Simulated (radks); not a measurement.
Results of a calculation; reference values are marked as such.
Ca2+, configuration [He] 2s2 2p5 3s2 3p6 3d1 (not the ground configuration).

Code: a radial shooting solver on a logarithmic mesh with Libxc functionals. Model: Dirac Kohn-Sham, PBE, spin-unpolarised, spherical densities, finite nucleus; open shells are shared between the two j in proportion to 2j + 1; Fermi nuclear charge, rms radius 3.4776 fm.

Energy parts (eV):
| part | energy |
|---|---|
| total | -18144.865 |
| kinetic | 18290.234 |
| electron-nucleus | -42603.536 |
| Hartree | 7101.878 |
| exchange-correlation | -933.440 |

Orbitals (lengths in bohr, moments of r in powers of bohr; r(max) is where P^2 peaks):
orbital,occ.,eigenvalue (eV),<r^2>,<r^4>,r(max)
1s1/2,2,-4017.699,0.007931,0.0001619,0.05027
2s1/2,2,-460.0298,0.1515,0.04038,0.2967
2p1/2,1.66667,-386.4700,0.1247,0.03202,0.2413
2p3/2,3.33333,-382.5840,0.1264,0.03285,0.2432
3s1/2,2,-67.6132,1.406,3.185,0.9564
3p1/2,2,-48.2429,1.637,4.641,0.9869
3p3/2,4,-47.7938,1.656,4.750,0.9926
3d3/2,0.4,-18.8916,2.893,18.94,1.048
3d5/2,0.6,-18.8535,2.904,19.08,1.050
4s1/2,0,-15.4720,11.05,181.7,2.799
4p1/2,0,-11.5908,14.91,335.7,3.227
4p3/2,0,-11.5395,15.03,340.7,3.241

The highest occupied level is 3d5/2 at -18.854 eV. The electron density at the nucleus is 6191 e/bohr^3. Summed over all electrons, <r^2> = 16.56 bohr^2, which gives a Langevin (diamagnetic) susceptibility term of -13.1 x 10^-6 cm^3/mol.
